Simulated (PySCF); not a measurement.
## Electrostatic potential from atomic charges

Species: `COC(=O)c1[nH]ccp1`. Coordinates (GFN2-xTB, Å) and charges (e) from the PBE0/pcSseg-1 density (PySCF):

| atom | x | y | z | Mulliken | IAO | Hirshfeld | ESP-fitted |
| --- | --- | --- | --- | --- | --- | --- | --- |
| C1 | 3.074 | 0.293 | -0.321 | -0.0179 | -0.2122 | -0.0340 | -0.2362 |
| O2 | 1.684 | 0.455 | -0.544 | -0.4730 | -0.3341 | -0.0978 | -0.2656 |
| C3 | 0.872 | -0.221 | 0.286 | +0.5448 | +0.5022 | +0.1825 | +0.7680 |
| O4 | 1.259 | -0.939 | 1.184 | -0.4420 | -0.4955 | -0.2764 | -0.5763 |
| C5 | -0.521 | 0.017 | -0.029 | -0.2307 | -0.2266 | -0.0561 | -0.2915 |
| N6 | -1.479 | -0.598 | 0.720 | -0.3631 | -0.1825 | -0.0428 | +0.0983 |
| C7 | -2.732 | -0.303 | 0.337 | +0.2064 | -0.0659 | -0.0047 | -0.4124 |
| C8 | -2.775 | 0.555 | -0.729 | -0.4761 | -0.4295 | -0.1449 | +0.0007 |
| P9 | -1.175 | 1.020 | -1.283 | +0.4565 | +0.3341 | +0.0551 | -0.1053 |
| H10 | 3.356 | -0.757 | -0.427 | +0.1178 | +0.1516 | +0.0477 | +0.1339 |
| H11 | 3.339 | 0.627 | 0.684 | +0.1177 | +0.1515 | +0.0478 | +0.1347 |
| H12 | 3.575 | 0.900 | -1.070 | +0.1294 | +0.1649 | +0.0574 | +0.1408 |
| H13 | -1.220 | -1.208 | 1.483 | +0.2004 | +0.3048 | +0.1547 | +0.2557 |
| H14 | -3.570 | -0.733 | 0.858 | +0.1116 | +0.1682 | +0.0648 | +0.2325 |
| H15 | -3.691 | 0.901 | -1.171 | +0.1180 | +0.1691 | +0.0468 | +0.1225 |

Points outside the species (Å): A (-4.5, -1.2, -8.4); B (-1.0, 3.3, 3.4); C (4.5, -2.2, 4.2); D (1.9, 2.1, 3.7); E (-7.4, 7.1, -0.1).

Question: Find the potential V = 14.3996 V·Å × Σ q/r of each set of charges at these points.

Answer: In volts:

```tsv
point	nearest atom	distance (Å)	Mulliken	IAO	Hirshfeld	ESP-fitted
A	H15	7.57	+0.021	+0.004	-0.007	-0.035
B	N6	4.75	-0.183	-0.154	-0.041	-0.086
C	O4	4.60	-0.198	-0.211	-0.131	-0.153
D	H11	3.65	-0.243	-0.234	-0.122	-0.110
E	H15	7.30	+0.012	+0.006	0.000	-0.004
```

Question: How far are the other sets from the ESP-fitted one at these points?

Answer: Root-mean-square difference: Hirshfeld 0.026 V, IAO 0.070 V, Mulliken 0.081 V. The ESP scheme is a least-squares fit of atom-centred charges to the potential on four shells outside the van der Waals surface, with the total charge fixed.

Question: What energy would a point charge of +2 e have at C in the field of the ESP charges, leaving out polarisation?

Answer: -0.306 eV = -29.5 kJ/mol, an attraction.

Geometry: GFN2-xTB, one conformer, isolated molecule.

The values belong to the conformer `[CH3:1][O:2][C:3](=[O:4])[c:5]1[nH:6][cH:7][cH:8][p:9]1`: C1–O2–C3–O4 0°, O2–C3–C5–N6 180°.
